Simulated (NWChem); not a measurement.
PdCl₄ (charge -2); SMILES [Cl][Pd-2]([Cl])([Cl])[Cl]

Results from NWChem. Coordinates come from a B3LYP/def2-SVPD optimisation. No frequency run checked for a minimum. The highest occupied level is positive in some or all of these runs, so the extra electron may be held by the finite basis. def2 effective core potentials on Pd; no spin-orbit coupling. Level PBE/def2-SVPD: single points from the atomic guess with DIIS by default; each run changes one setting, and all converged runs end within 0.3 mHa of each other.

```tsv
setting	SCF iterations
defaults	9
DIIS on 20 Fock matrices	8
no level shifting	9
70 % damping for 30 cycles	33
```
